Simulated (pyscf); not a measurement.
•HC=CH–C≡CH → cyclic C₄H₃ (SMILES [CH]1C2=CC12) [doublet], a double ring closure (doublet surface; none broken, C–C, C–C formed). Structures and frequencies: ωB97X-D3(BJ)/def2-SVP in PySCF. Correlated levels are frozen-core, on RHF or UHF. ΔMP2 is the change of the MP2 total energy from the triple- to the quadruple-zeta basis. Energies in kcal/mol from the reactant's lowest minimum found.

Small-basis levels: PySCF, no dispersion term, spherical d functions. AM1 to PM7: differences of heats of formation from MOPAC. GFN2-xTB: tblite. Open shells are spin-unrestricted. 

```
level                             barrier  reaction energy
--------------------------------  -------  ---------------
BP86/6-31G*                          50.5            +17.7
PBE/6-31G*                            ___            +16.2
B3LYP/3-21G                          71.5            +45.7
M06-2X/6-31G*                        55.9            +22.5
PBE/def2-SVP                          ___            +17.5
GFN2-xTB                             48.7            +20.8
PM7                                  71.9            +49.6
CCSD(T)/def2-TZVPP + ΔMP2(QZVPP)      ___            +24.5
```

Q: Fill in the missing entries.

A: 
- PBE/6-31G*, barrier: 49.7
- PBE/def2-SVP, barrier: 50.1
- CCSD(T)/def2-TZVPP + ΔMP2(QZVPP), barrier: 57.1

Against the last row the barrier runs from -8.4 (GFN2-xTB) to +14.8 kcal/mol (PM7). CCSD(T)/def2-TZVPP + ΔMP2(QZVPP) has limits of its own. The same reactants have a lower exit, to [HC≡C–C=CH₂]• (barrier +45.4 kcal/mol at ωB97M-D3(BJ), against +54.6 kcal/mol here). •HC=CH–C≡CH lies 12.5 kcal/mol over its isomer •HC=C=C=CH₂ (electronic energy, ωB97M-D3(BJ)). cyclic C₄H₃ (SMILES [CH]1C2=CC12) [doublet] lies 35.9 kcal/mol over its isomer •HC=C=C=CH₂ (electronic energy, ωB97M-D3(BJ)). This is the saddle that the search found; another between the same sides may lie lower. The CCSD(T) − MP2 part came from Ansatz, without density fitting, on the same reference. An open-shell T1 diagnostic exceeds 0.045. A UHF reference is spin-contaminated (<S²> up to 1.20), which harms MP2 most.
